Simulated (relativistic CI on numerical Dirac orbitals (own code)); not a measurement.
P V: sensitivity of the levels to the model

Base calculation: Dirac-Coulomb-Breit CI, orbitals from a KLI potential per configuration, model QED, valence Slater integrals scaled by 0.85, P86 correlation energy added to each configuration.

CI space (outside the closed core [Ne]): 3s, 3p, 3d, 4s, 4p, 4d, 4f, 5s, 5p, 5d, 5f, 5g, 6s, 6p, 6d. Levels of other configurations are missing.

Variants: (1) Slater integrals left unscaled; (2) QED terms removed; (3) one mean potential for all configurations. Shifts of the energy above 3s 2S_1/2, in cm⁻¹, for the lowest level and the first level of each name with at least 55 % of one term (blank where a level changes its place among those of its configuration and J or its character, or is not in the variant):

```csv
Level,Base,Δ(1),Δ(2),Δ(3),Measured
3s 2S_1/2,0,0,0,0,0
3p 2P°_1/2,88465,0,+50,0,88652
3p 2P°_3/2,89238,0,+48,-1,89447
3d 2D_5/2,203597,0,+46,-2,
3d 2D_3/2,203601,0,+46,-3,
4s 2S_1/2,270907,0,+29,+254,272959
4p 2P°_1/2,302312,0,+46,+214,304161
4p 2P°_3/2,302584,0,+46,+218,304445
4d 2D_5/2,343476,0,+45,+181,
4d 2D_3/2,343480,0,+45,+179,
4f 2F°_5/2,352261,0,+44,+595,
4f 2F°_7/2,352265,0,+44,+595,
5s 2S_1/2,374144,0,+37,+458,376645
5p 2P°_1/2,388779,0,+45,+424,391118
5p 2P°_3/2,388906,0,+45,+427,391252
5d 2D_5/2,408326,0,+45,+376,
5d 2D_3/2,408329,0,+45,+374,
5f 2F°_5/2,414013,0,+44,+601,
5f 2F°_7/2,414015,0,+44,+601,
5g 2G_7/2,414082,0,+44,+642,
5g 2G_9/2,414083,0,+44,+642,
6s 2S_1/2,424736,0,+41,+542,427185
```

At this charge configurations can still be misplaced by up to about 7 % of their energy. 11 of the 11 excited levels that our extract of the measured tables holds in this range could be paired (the sources list more); they are missed by 1859 cm⁻¹ on average and 2501 at most, and levels without a partner can miss by more.

Measured levels: Martin, Zalubas and Musgrove, J. Phys. Chem. Ref. Data 14, 751 (1985).

Ionisation energy from the two ground configurations alone: base 64.95 eV. The NIST ASD value (measured) is 65.0251 eV.
